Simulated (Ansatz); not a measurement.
Si5Ge3, relaxed as a singlet with RKS r2SCAN-D4/def2-SVP in Ansatz, starting from the GFN1-xTB geometry. Force threshold 0.02 eV/Å.

The restricted singlet is unstable towards broken spin symmetry in Hartree–Fock (as tested in another run); at r2SCAN-D4/def2-SVP this wasn't settled. Another isomer (singlet) lies 0.78 eV lower at PBE0-D4/def2-TZVP; other spin states weren't run for this one.

Start:

```tsv
atom	x (Å)	y (Å)	z (Å)
Si1	0.5166	-0.1179	-0.7857
Si2	1.2990	-1.9244	0.5971
Si3	-1.7750	-0.1048	-1.4994
Si4	1.8458	0.3436	1.1968
Si5	0.2820	2.0958	0.5201
Ge6	-0.4450	1.8897	-1.7765
Ge7	-0.5697	-0.2211	1.7208
Ge8	-1.1537	-1.9609	0.0269
```

```tsv
step	energy (eV)	largest force component (eV/Å)	SCF passes
1	-208905.2072	0.991	23
2	-208905.4622	0.330	30
3	-208905.5321	0.241	30
4	-208905.5586	0.173	24
5	-208905.5861	0.161	28
6	-208905.5994	0.155	29
7 (rejected)	-208905.5627	0.293	25
8	-208905.6047	0.043	25
9 (rejected)	-208905.6030	0.068	25
10	-208905.6052	0.013	26
```

Force components are those of the run's own axes.

End:

```xyz
8

Si    0.582   -0.140   -0.783
Si    1.339   -1.895    0.608
Si   -1.882    0.183   -0.956
Si    1.776    0.361    1.427
Si    0.270    2.070    0.360
Ge   -0.396    1.824   -2.025
Ge   -0.620   -0.261    1.522
Ge   -1.069   -2.142   -0.153
```

By distances, no bond broke or formed. The bond that changes most is Si1–Ge7, from 2.73 to 2.60 Å (atoms count from 1).

No frequencies were taken in this run, so the end may be a saddle point.

Run time 28 s (4 threads of Intel Xeon 6975P-C on a shared host).
